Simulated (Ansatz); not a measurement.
Ideal-gas functions of `N=[C](O)[GaH2]` at 500 K and 1 bar, from an Ansatz frequency run at PBE0-D4/def2-TZVP.

Molar mass 115.77 g/mol, point group Cs (symmetry number 1), electronic degeneracy 1, moments of inertia 46.661, 177.546, 224.207 u Å². Harmonic wavenumbers (cm⁻¹, unscaled): 71, 191, 332, 358, 483, 614, 659, 668, 739, 873, 1089, 1235, 1375, 1675, 1978, 2001, 3537, 3703.

Use S(trans) = R[1.5 ln M + 2.5 ln T − 1.1517]; rotational temperatures θ = 24.2544 K / I; S(rot) = R[ln(√π/σ · √(T³/θAθBθC)) + 1.5]; for each mode x = 1.438777 ν̃/T, S = R[x/(eˣ − 1) − ln(1 − e⁻ˣ)] and H = RT x/(eˣ − 1); 1 cm⁻¹ = 0.0119627 kJ/mol; R = 8.31446 J/(mol·K).

Q: By hand: the entropy, in J/(mol·K).

A: Translation 178.9. Rotation: θ = 0.5198, 0.1366, 0.1082 K, giving 115.0. Vibration, mode by mode: 21.53, 13.39, 9.00, 8.43, 6.22, 4.59, 4.14, 4.05, 3.45, 2.55, 1.56, 1.11, 0.80, 0.39, 0.19, 0.18, 0.00, 0.00, in all 81.6. Electronic 0.0. Sum 375.5 J/(mol·K).

Q: By hand: H − E and G − E in kJ/mol, counted from the electronic energy.

A: Zero-point energy ½ × 21581 × 0.0119627 = 129.1; thermal vibration 21.7; translation, rotation and pV give 4 RT = 16.6. H − E = 167.4 kJ/mol, and G − E = 167.4 − 500 × 375.5/1000 = -20.3 kJ/mol.

Vibration gives 22 % of the entropy, 21.5 J/(mol·K) of it from the mode under 150 cm⁻¹: soft modes count most, and the harmonic formula is weakest for them. The sum counts one conformer and one mirror image; others add a mixing term.
